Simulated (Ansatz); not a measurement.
Isolated molecules relaxed with PBE0-D4/def2-TZVP in Ansatz; ΔE leaves out vibrations. CCSD(T)/CBS adds triple-zeta CCSD(T) − MP2 to the extrapolated MP2 energy (def2 sets, frozen cores). This one scheme is used for every species. DFT in def2-TZVPP. B3LYP here is the variant with VWN-RPA as its local correlation; programs differ in this. One conformer a species, not always the lowest.

Consider the hydrogenolysis of the Si–O bond: `CB[SiH2]OC` + H₂ → `CB[SiH3]` + CH₃OH.

```
             level  ΔE (kcal/mol)  difference from CCSD(T)/CBS
       LDA (SPW92)           13.9                         -1.3
         revPBE-D4           14.5                         -0.7
         r2SCAN-D4           15.6                          0.4
            B97M-V           14.7                         -0.5
          B3LYP-D4           15.6                          0.4
          BHLYP-D4           15.6                          0.4
           ωB97M-V           15.1                         -0.1
            B2PLYP           14.5                         -0.7
          PBE-QIDH           13.9                         -1.3
            revPBE           10.6                         -4.6
              BLYP           12.6                         -2.6
           r2SCAN0           14.3                         -0.9
           LC-ωPBE           12.6                         -2.6
      MP2/def2-SVP           13.0                         -2.2
CCSD(T)/def2-TZVPP           14.7                         -0.5
     HF/def2-QZVPP           12.6                         -2.6
       CCSD(T)/CBS           15.2                            0
```

Largest T1 diagnostic among the species: 0.012.

In def2-TZVPP, CCSD(T) changes the Hartree–Fock value by +2.4 kcal/mol (the triples alone add +0.7 kcal/mol) and MP2 by +4.2 kcal/mol. Leaving LDA and LC-ωPBE aside and taking each functional with its dispersion term where it has one, the values, not all of them listed here, spread over 2.8 kcal/mol, from HSE06-D4 to BLYP-D4. LDA lies +2.1 kcal/mol from PBE without D4.

CCSD(T)/CBS has its own doubt, a few kJ/mol and more with outer-core shells, so smaller differences from it don't rank the levels.
